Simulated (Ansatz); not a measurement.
Geometry optimisation, Ansatz, RKS CAM-B3LYP/def2-SVP.

input.yaml

```yaml
crystal:
  periodic: [false, false, false]
  atoms:
    - { symbol: Hf, position_ang: [-0.512024, 0.0, -0.503554] }
    - { symbol: F, position_ang: [0.042488, 0.0, 2.623192] }
    - { symbol: Cl, position_ang: [1.785072, 0.0, -0.075119] }
    - { symbol: Cl, position_ang: [-1.127394, 1.913264, -1.673066] }
    - { symbol: Cl, position_ang: [-1.127394, -1.913264, -1.673066] }
    - { symbol: H, position_ang: [-1.697255, 0.0, 0.9145] }
    - { symbol: H, position_ang: [-0.884293, 0.0, 2.585213] }
basis:
  gaussian: { orbitals: def2-SVP }
hamiltonian:
  xc: cam_b3lyp
relax:
  f_tol: 0.03
  max_steps: 50
```

Run as:

```bash
$ ansatz run input.yaml --threads 4 --pin off --max-ram 5120MiB --backend cpu --events-out ev --progress --plain --runs-dir out
```

Question: Where does it end, and by what steps?

Answer: The run converged. The force dipped under the threshold on the way, but the program's further checks kept it going. After 20 steps the energy has fallen by 2.223 eV; H7 moved furthest, 1.58 Å. Parted: Hf1–H6 (1.85 → 3.39 Å), F2–H7 (0.93 → 2.68 Å). Joined: Hf1–F2 (3.18 → 1.89 Å), H6–H7 (1.86 → 0.76 Å).

```csv
step,energy less start (eV),largest force component (eV/Å),accepted
0,0.0000,0.254,yes
1,-0.0319,0.375,yes
2,-0.1321,0.808,yes
3,-0.2648,0.914,yes
4,-0.2607,0.952,no
5,-0.3455,0.527,yes
6,-0.3729,0.919,yes
7,-0.4362,1.395,yes
8,-0.5942,1.974,yes
9,-1.0826,2.808,yes
10,-1.6983,1.255,yes
11,-2.0247,1.032,yes
12,-2.1516,0.915,yes
13,-2.2001,0.292,yes
14,-2.2061,0.303,yes
15,-2.2157,0.122,yes
16,-2.2171,0.150,yes
17,-2.2221,0.046,yes
18,-2.2221,0.072,no
19,-2.2231,0.016,yes
20,-2.2234,0.018,yes
```

```xyz
7
Properties=species:S:1:pos:R:3
Hf 0.292 0.000 -0.121
F 0.371 0.000 1.770
Cl 2.486 0.000 -0.916
Cl -0.791 1.928 -0.876
Cl -0.791 -1.928 -0.876
H -2.783 0.000 1.310
H -2.306 0.000 1.907
```

Whether the end is a true minimum wasn't checked by a vibrational analysis.

Run time: 57 s on 4 threads of Arm Neoverse V2 (shared host), peak memory 0.33 GiB.
